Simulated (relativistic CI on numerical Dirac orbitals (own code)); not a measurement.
Computed by Dirac-Coulomb-Breit CI, separate exchange-only KLI orbitals for each configuration, model QED (radiative potential, 1s self-energy scaled to tabulated hydrogen-like ionisation energies), unscaled Slater integrals (own radial code, finite nucleus).

CI space (outside the closed core [Ar] 3d10): 4s2 4p2, 4s 4p3, 4p4, 4s2 4p 4d, 4s 4p2 4d, 4s2 4p 4f, 4s 4p2 4f, 4p3 4d, 4s 4p 4d2, 4s2 4p 5s, 4s2 4d 4f, 4s2 4p 5p, 4p3 4f, 4p3 5s, 4s 4p2 5s, 4s 4p 4d 5s, 4s2 4p 5d, 4s 4p2 5p, 4s2 4f 5s, 4p2 4d 4f, 4s2 4p 5f, 4s2 4p 6s, 4s2 4p 5g, 4s 4p 4f2, 4s 4p2 5d, 4s2 4p 6p, 4s 4p 5s2, 4s2 4d2, 4s 4d3, 4s 4d2 4f, 4p2 4d2, 4p 4d3, 4p 4d2 4f, 4p 4d2 5s, 4s2 4f2, 4s 4d 4f2, 4s 4f3, 4s2 4d 5s, 4s 4d2 5s, 4s 4d 4f 5s, 4p2 4f2, 4p 4d 4f2, 4p 4f3, 4p 4f2 5s, 4s 4p 4d 4f, 4s2 5s2, 4s 4d 5s2, 4s 4f 5s2, 4p2 4d 5s, 4p 4d 4f 5s, 4p 4d 5s2, 4s 4p 4f 5s, 4s 4f2 5s. Double excitations out of closed p, d and f shells are left out; levels of such configurations are missing from the list, as are those of other unlisted configurations, and high levels can miss mixing partners. These lack a partner that the ground configuration has and come out too high: 4s 4p2 5p, 4s 4p2 5d, 4s2 4p 5p, 4s2 4p 5d, 4s2 4p 5f.

At this charge energies of transitions that change n are usually good to better than 1 %, and those within a shell (Δn = 0) to a few per cent.

Outline of the computed level scheme of Pd XV. Lowest level of each configuration: 4s2 4p2 3P_0 at 0.000 eV; 4s 4p3 5S°_2 at 34.817 eV; 4s2 4p 4d 3F°_2 at 63.868 eV; 4p4 3P_2 at 85.485 eV; 4s 4p2 4d 5F_1 at 93.334 eV.

Some strong electric-dipole decays among the lowest 45 levels: 4s2 4p 4d 1F°_3 → 4s2 4p2 1D_2 (1.6e+11 s⁻¹); 4s2 4p 4d 3D°_3 → 4s2 4p2 3P_2 (1.5e+11 s⁻¹); 4s2 4p 4d 3D°_1 → 4s2 4p2 3P_0 (1.5e+11 s⁻¹); 4s2 4p 4d 1P°_1 → 4s2 4p2 1S_0 (1.4e+11 s⁻¹); 4s2 4p 4d 3P°_0 → 4s2 4p2 3P_1 (1.2e+11 s⁻¹); 4s2 4p 4d 3P°_1 → 4s2 4p2 3P_1 (9.6e+10 s⁻¹); 4s2 4p 4d 3D°_2 → 4s2 4p2 1D_2 (7.2e+10 s⁻¹); 4s2 4p 4d 1D°_2 → 4s2 4p2 3P_1 (7.1e+10 s⁻¹).

LS names give the leading component of a level, which can be under half, so a name can repeat, a term be missing and a line seem to break the LS rules.
